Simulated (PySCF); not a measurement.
Computed structure and properties of Nd(BH4)2

System: Nd(BH4)2 (singlet in the valence; each metal's 4f electrons, 4 of them, lie in its core potential, out of spins and levels); start: template (C2). Method: PySCF 2.14.0, RKS PBE0, Nd lcecp-0-SVP with ECP50, B def2-SVP, H def2-SVP; non-relativistic Hamiltonian with scalar-relativistic core potentials where named; density fitting; no spin-orbit coupling.

Input of the relaxation:

```python
mol = gto.M(atom='''
Nd     0.00000     0.00000    -0.19129
B      2.44690     0.00000     0.90371
H      3.54220     0.00000     1.39391
H      1.72670    -0.83350     1.49471
H      2.53230    -0.30510    -0.30539
H      1.94260     1.13860     1.01231
B     -2.44690     0.00000     0.90371
H     -3.54220     0.00000     1.39391
H     -1.72670     0.83350     1.49471
H     -2.53230     0.30510    -0.30539
H     -1.94260    -1.13860     1.01231''',
    basis={'Nd': 'lcecp-0-SVP', 'B': 'def2-SVP', 'H': 'def2-SVP'},
    ecp={'Nd': 'lcecp-0-SVP'},
    charge=0, spin=0)
mf = dft.RKS(mol, xc='PBE0')
mf.grids.atom_grid = (50, 194)  # f atoms: unpruned, at least (60, 302)
mf = mf.density_fit()  # fitting sets: Nd AutoAux, B def2-universal-JKFIT, H def2-universal-JKFIT
mf.conv_tol = 1e-08; mf.max_cycle = 55
mf.kernel(dm0)  # dm0: converged density of the start geometry
# quasi-Newton relaxation in Cartesian coordinates to a largest gradient under 0.00045 Eh/bohr, steps kept in the point group
```

Run from Python with OMP_NUM_THREADS=2; the lines above give its settings. Where DIIS fails, smearing, a level shift and second-order steps follow.
It took 2.8 min on 2 threads of Intel(R) Xeon(R) Platinum 8259CL CPU @ 2.50GHz (Skylake/Cascade Lake), with other jobs on the host, from the converged density of the start.

Course of the relaxation:

```tsv
step	energy above end (eV)	largest force component within the symmetry (eV/Å)
0	0.1061	0.536
1	0.0770	0.490
2	0.0447	0.333
3	0.0378	0.243
4	0.0319	0.106
5	0.0306	0.067
6	0.0292	0.040
7	0.0277	0.101
20	0.0014	0.033
21	0.0009	0.030
22	0.0004	0.014
23	0.0002	0.031
24	0.0001	0.018
25	0.0000	0.013
```
(The steps between are left out.)

Relaxed geometry (C2):

```xyz
11

Nd    0.0000    0.0000    0.7016
B     2.6682   -0.0080    0.8124
H     3.8780   -0.0177    0.8648
H     2.1567   -0.8955    1.5382
H     2.2449   -0.2074   -0.3523
H     2.1870    1.0880    1.1897
B    -2.6682    0.0080    0.8124
H    -3.8780    0.0178    0.8647
H    -2.1566    0.8955    1.5382
H    -2.2449    0.2075   -0.3522
H    -2.1871   -1.0881    1.1897
```

```tsv
contact	Å
Nd1–H4 (BH4)	2.481
Nd1–H9 (BH4)	2.481
```

On the finer grid (75, 302):

The HOMO is not given (4f levels lie in the core). The LUMO is not given (4f levels lie in the core). The dipole about the centre of mass is 0.65 D and the set of Mulliken populations of Nd1 outside the core potential is s 2.23, p 6.16, d 0.76, f 0.03. The D3(BJ) dispersion energy (not in the energies) is -0.161 eV.

| atom | Mulliken (e) | Löwdin (e) | spin (e) |
| --- | --- | --- | --- |
| Nd1 | 0.82 | 0.87 | 0.00 |
| B2 | -0.27 | -0.44 | 0.00 |
| H3 | -0.01 | -0.01 | 0.00 |
| H4 | -0.04 | 0.00 | 0.00 |
| H5 | -0.05 | 0.00 | 0.00 |
| H6 | -0.04 | 0.00 | 0.00 |
| B7 | -0.27 | -0.44 | 0.00 |
| H8 | -0.01 | -0.01 | 0.00 |
| H9 | -0.04 | 0.00 | 0.00 |
| H10 | -0.05 | 0.00 | 0.00 |
| H11 | -0.04 | 0.00 | 0.00 |

The 4f levels lie in the core potential and are missing. Their spin isn't counted.

No frequency check is given for this geometry.

Taking off one BH4 (charge -1, singlet; the rest: singlet) in vacuum, both parts rigid, costs 6.94 eV; the small basis without counterpoise inflates it. Most of it is the attraction of opposite charges; other ways to part are cheaper, and one spin state was tried for the rest.

Rigid scan of BH4 along the line from its metal:

```json
{"distance to B2 (Å)": "2.37", "energy (eV)": "0.531"}
{"distance to B2 (Å)": "2.47", "energy (eV)": "0.208"}
{"distance to B2 (Å)": "2.57", "energy (eV)": "0.046"}
{"distance to B2 (Å)": "2.67", "energy (eV)": "0.000"}
{"distance to B2 (Å)": "2.77", "energy (eV)": "0.038"}
{"distance to B2 (Å)": "2.87", "energy (eV)": "0.133"}
{"distance to B2 (Å)": "3.07", "energy (eV)": "0.428"}
{"distance to B2 (Å)": "3.37", "energy (eV)": "0.973"}
{"distance to B2 (Å)": "3.77", "energy (eV)": "1.689"}
{"distance to B2 (Å)": "4.27", "energy (eV)": "2.443"}
```

One start shape was tried, so this needn't be the lowest isomer.

An lcecp potential fixes the number of 4f electrons, so in runs with it no electron can move into or out of that shell; real Nd(II) is rare or takes another configuration.
